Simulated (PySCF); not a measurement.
Identify the compound

An unknown has the formula C₈H₆FN. Its calculated NMR data are:

¹H NMR (600 MHz, computed): δ 7.41 (dd, J = 9.5, 4.6 Hz, 2H), 7.22 (dd, J = 9.5, 8.4 Hz, 2H), 3.22 (s, 2H).

¹³C{¹H} NMR (computed): δ 170.4 (C, d, J = 318.5 Hz), 137.1 (CH, d, J = 5.6 Hz), 131.3 (C), 122.1 (C), 121.8 (CH, d, J = 19.5 Hz), 24.3 (CH2).

All values are calculated (PySCF): NMR shieldings at PBE0/pcSseg-1/GIAO, couplings computed with B3LYP/pcJ-1 (spin–dipole term only in couplings to heteroatoms), geometry: PBE0-D3(BJ)/def2-SVP. One averaged value for each set of equivalent atoms, relativity neglected, a single conformation, no solvent model.

References, each an isolated molecule treated in the same way: ¹H (σ = 31.27 ppm) and ¹³C (σ = 184.41 ppm) vs TMS.

Choose the structure that fits.
A. N#CCc1ccccc1F
B. N#CCc1ccc(F)cc1
C. Fc1ccc2ccccn12
D. N#CCc1cccc(F)c1

## Answers

B. 

The formula gives 6 degrees of unsaturation (1 ring in the answer). 6 carbon signals for 8 carbons: some carbons are equivalent by symmetry or fast rotation. Carbon types of the structure: 3 × C, 4 × CH, 1 × CH2, which accounts for all hydrogens. δC 170.4: aromatic carbon bearing fluorine; the electronegative substituent deshields the carbon that carries it. δC 137.1, 121.8: aromatic CH. δC 131.3: substituted aromatic carbon. δC 122.1: nitrile carbon; typical of a nitrile. δH 3.22: hydrogen on an sp3 CH2 on an aromatic ring; benzylic-type position, deshielded by the ring. The protons at 7.41 and 7.22 share a coupling of 9.5 Hz (vicinal, an ortho-type coupling).

The others: Fc1ccc2ccccn12 would give 8 carbon signals, not 6; N#CCc1ccccc1F would give 8 carbon signals, not 6; N#CCc1cccc(F)c1 would give 8 carbon signals, not 6.

C–F couplings over four or more bonds (about 3 Hz to the para carbon of a fluoroarene) are left out. Common functionals overestimate the size of one-bond C–F couplings by tens of Hz; these are unscaled. Multiplet labels drop couplings under 1 Hz and merge nearly equal ones. Couplings among chemically equivalent protons are left out too, so labels in AA′BB′ or AA′XX′ sets are apparent multiplicities. Unscaled 3J(H,H) at this level run about 10 % above measured values. Shifts are as computed. Against solution values, carbons near 30 ppm lie about +2 ppm off and those near 130 ppm about +5 ppm. Of 1211 compounds with measured shifts, 218 miss one by over three times the rms of a fit or turn the order of signals round; such compounds aren't used in these exercises.
